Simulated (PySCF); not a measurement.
Input of a run (PBE0-D3(BJ)/def2-SVP geometry optimisation, gas phase (PySCF 2.14.0)), started from GFN2-xTB:
```
{"job": {"xc": "PBE0", "basis": "def2-SVP", "d3": "d3bj", "grid": 1, "shake": 0.01, "kind": "geom"}, "charge": 0, "multiplicity": 1}
F      2.132650    -0.816040    -0.660110
C      1.164010    -1.615630    -0.197100
C     -0.050430    -1.155130     0.171660
F     -0.882090    -2.064950     0.639850
C     -0.481510     0.180830     0.136120
C     -1.401750     1.103630     0.349250
C     -0.090820     1.595860    -0.202750
H      1.486020    -2.640470    -0.157470
H     -2.375830     1.368400     0.692660
H      0.584320     2.133820     0.449150
H     -0.046450     1.883850    -1.236940
```

Output (energies in Eh, forces in Eh/bohr):
```
step   0  E = -391.78570714  max force = 0.030074
step   1  E = -391.78770830  max force = 0.009374
step   2  E = -391.78733946  max force = 0.009214
step   3  E = -391.78844168  max force = 0.005922
step   4  E = -391.78834479  max force = 0.006043
step   5  E = -391.78867620  max force = 0.002004
step   6  E = -391.78880318  max force = 0.001142
step   7  E = -391.78883737  max force = 0.000417
step   8  E = -391.78885179  max force = 0.000227
optimisation converged
```

Summarise the run.

The energy falls by 2.0 kcal/mol over 9 energy and gradient evaluations, the largest force component goes from 0.0301 to 2.3e-04 Eh/bohr, and the atoms move by 0.026 Å rms after alignment. The bond that changes most is C7–H11 (allylic carbon to methylene hydrogen), which lengthens by 0.027 Å. Bonds longer at the end by more than 0.005 Å: 6 of 11; shorter: 5. Among the angles that change most is F1–C2–H8, from 111.4° to 115.2°. The energy rose by more than 1e-6 Eh at steps 2 and 4. The first step brought 64 % of the lowering.

What are the final bond lengths?

F1–C2 1.322 Å, C2=C3 1.343 Å, C3–F4 1.337 Å, C3–C5 1.425 Å, C5=C6 1.305 Å, C6–C7 1.495 Å, C5–C7 1.497 Å, C2–H8 1.093 Å, C6–H9 1.086 Å, C7–H10 1.101 Å, C7–H11 1.101 Å. Numbering counts from 1 in the input's order; the species is `F/C=C(/F)C1=CC1`.

The run used 118 basis functions and 67 SCF cycles in all. On one thread of an Arm Neoverse N1, no GPU, on a shared host, this took 76 s and 0.51 GiB of memory at its peak.

Stationary, but not proved a minimum. One conformer, not necessarily the lowest.

Conformer computed: `[F:1]/[CH:2]=[C:3](/[F:4])[C:5]1=[CH:6][CH2:7]1`: C2–C3–C5–C6 180°.
